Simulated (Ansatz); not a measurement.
The pair A = CH4 (SMILES C) (first 5 atoms), B = C2H6O (SMILES COC); geometry from B3LYP-D3(BJ)/def2-TZVP.
(charge 0, multiplicity 1):
```xyz
14

C      0.1001     0.0483    -0.3766
H      1.1471     0.2851    -0.5645
H     -0.5087     0.4342    -1.1935
H     -0.0194    -1.0335    -0.3196
H     -0.2139     0.5011     0.5626
C      1.1056     0.2348     3.2649
O     -0.2792     0.4601     3.1201
C     -1.0341    -0.7240     3.2510
H      1.4808    -0.4563     2.4990
H      1.3416    -0.1793     4.2540
H      1.6059     1.1954     3.1523
H     -0.7565    -1.4622     2.4875
H     -2.0825    -0.4584     3.1240
H     -0.8962    -1.1784     4.2410
```

Frozen-core correlation. MP2 and its Hartree–Fock in aug-cc-pVTZ are density fitted.

The values were computed with Ansatz (a program for electronic structure). Each number belongs to the level named beside it.

The counterpoise-corrected interaction energy is E(AB) − E(A in the pair's basis) − E(B in the pair's basis). Total energies (hartree):

```
level                          AB  A in the pair's basis  B in the pair's basis
-------------------  ------------  ---------------------  ---------------------
HF/aug-cc-pVDZ       -194.2859534            -40.1998509           -154.0870935
MP2/aug-cc-pVDZ      -194.9618763            -40.3682077           -154.5919908
HF/aug-cc-pVTZ       -194.3412708            -40.2135824           -154.1287243
MP2/aug-cc-pVTZ      -195.1545539            -40.4145910           -154.7379821
CCSD(T)/aug-cc-pVDZ  -195.0434265            -40.3960475           -154.6456706
```

Question: Work out the counterpoise-corrected interaction energy at the basis-set limit: extrapolate the MP2 correlation part as X⁻³, take Hartree–Fock from the larger set, and add the CCSD(T) − MP2 difference of aug-cc-pVDZ.

Answer: 
1. Differences (1 hartree = 627.509 kcal/mol): HF/aug-cc-pVDZ 0.622; MP2/aug-cc-pVDZ -1.053; HF/aug-cc-pVTZ 0.650; MP2/aug-cc-pVTZ -1.243; CCSD(T)/aug-cc-pVDZ -1.072.
2. Correlation parts, MP2 less HF: -1.675 in aug-cc-pVDZ (X = 2), -1.893 in aug-cc-pVTZ (X = 3).
3. Limit (3³·(-1.893) − 2³·(-1.675))/(3³ − 2³) = -1.985; with HF/aug-cc-pVTZ it gives -1.335.
4. CCSD(T) less MP2 in aug-cc-pVDZ: -0.019.
Result: -1.35 kcal/mol, against -1.05 at MP2/aug-cc-pVDZ. It is an estimate of this method's limit, not of the exact value.
